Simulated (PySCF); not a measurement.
B2F4, SMILES FB(F)B(F)F (connectivity only; charge and spin as stated), charge -1, multiplicity 2. Atoms are numbered in the order given.

```xyz
6

F      0.0000     1.1395    -1.6058
B      0.0000     0.0000    -0.8144
F      0.0000    -1.1395    -1.6058
B      0.0000     0.0000     0.8144
F      0.0000     1.1395     1.6058
F      0.0000    -1.1395     1.6058
```
Charge -1, spin multiplicity 2.

Geometry optimised at PBE0-D3(BJ)/def2-SVPD. The multiplicity is an assumed one; other spin states were not compared. Other conformers were not sampled.

The numbers are results of PBE0-D3(BJ)/def2-SVPD (PySCF), not measurements.

Harmonic, unscaled wavenumbers; measured fundamentals usually lie a few per cent lower.

Computed harmonic wavenumbers and intensities:
| mode | ν (cm⁻¹) | IR (km/mol) | moving atoms (share of kinetic energy) |
|---|---|---|---|
| 1 | 118 | 0.0 | F 100 % |
| 2 | 140 | 0.4 | F 92 % |
| 3 | 322 | 0.0 | F 98 % |
| 4 | 343 | 1.6 | B 78 %, F 22 % |
| 5 | 395 | 0.0 | F 83 %, B 17 % |
| 6 | 441 | 0.0 | B 93 % |
| 7 | 481 | 2.3 | F 86 %, B 14 % |
| 8 | 628 | 0.0 | F 92 % |
| 9 | 998 | 545.4 | B 64 %, F 36 % |
| 10 | 1117 | 524.9 | B 70 %, F 30 % |
| 11 | 1122 | 0.0 | B 79 %, F 21 % |
| 12 | 1402 | 0.0 | B 91 %, F 9 % |
